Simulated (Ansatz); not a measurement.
Bond stretch in Ge(OMe)4, C₄H₁₂GeO₄, SMILES C[O][Ge]([O]C)([O]C)[O]C, singlet. The O1–C18 bond (O1 also carries Ge; C18 carries H, H, H) is stretched with both fragments frozen at the PBE0/def2-SVP optimised geometry.

Computed with unrestricted PBE0/def2-SVP in Ansatz (an electronic-structure program).

Problem. Relative to R = 1.41 Å, what are the energies at R = 2.06, 2.32, 3.45, 4.05 Å?

Solution. 100.5 mEh at 2.06 Å, 137.6 mEh at 2.32 Å, 171.2 mEh at 3.45 Å, 172.7 mEh at 4.05 Å.

The unrestricted determinant behind UKS-PBE0 is spin-contaminated at 2.32 to 4.05 Å (<S²> up to 1.0, against 0.00 for a pure singlet).
